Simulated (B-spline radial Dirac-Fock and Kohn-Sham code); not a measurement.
**K-line shifts caused by a second vacancy in Ag⁶⁺**

System: silver as Ag⁶⁺ in the configuration [Kr] 4d5.

The run's input, task.json:

```json
{"items": [{
  "Z": 47,
  "q": 6,
  "cfg": [[1, 0, 2], [2, 0, 2], [2, 1, 6], [3, 0, 2], [3, 1, 6], [3, 2, 10], [4, 0, 2], [4, 1, 6], [4, 2, 5]],
  "A": 107,
  "rrms": 4.5454,
  "do": ["binding", "quiet", "double"]
}]}
```

Run with: `python xray_run.py task.json out`

Level of theory: Dirac-Fock ΔSCF + Breit + QED; a radial atomic solver. Each two-hole energy is an average over J within one jj subconfiguration, not an observable level; in light atoms, where LS coupling holds, the j-resolved values are not observed lines, and for a K spectator the Kα1 hypersatellite is nearly forbidden. The model has no electron correlation.

Lines without a spectator: Kα2 (K-L2) 21987.5 eV, Kα1 (K-L3) 22160.4 eV, Kβ3 (K-M2) 24908.7 eV, Kβ1 (K-M3) 24940.1 eV. Shifts in eV with one spectator hole (a dash: not computed, or left out as unreliable):

```
spectator hole     Kα2     Kα1     Kβ3     Kβ1
        K (1s)  +534.5  +549.4  +681.0  +684.1
    L2 (2p1/2)   +58.0   +72.8       –  +155.8
    L3 (2p3/2)   +57.9   +57.7  +139.7       –
    M2 (3p1/2)       –   +8.08  +18.81  +22.85
    M3 (3p3/2)   +6.13       –  +19.72  +19.17
    M4 (3d3/2)   +0.97   -1.46       –       –
    M5 (3d5/2)   -1.87   -0.12       –       –
```

With n spectator holes in 2p, averaged over the 2p shell (energies in eV):

| n | KαLⁿ | step | hypersatellite KαʰLⁿ |
| --- | --- | --- | --- |
| 0 | 22102.7 | – | 22647.1 |
| 1 | 22164.5 | +61.8 | 22710.4 |
| 2 | 22227.6 | +63.1 | 22774.9 |
| 3 | 22292.0 | +64.4 | 22840.7 |
| 4 | 22357.6 | +65.6 | 22907.8 |
| 5 | 22424.6 | +66.9 | 22976.2 |

Run: 25 s of CPU time on 1 thread of Intel(R) Xeon(R) 6975P-C (shared host), peak memory 0.42 GiB.
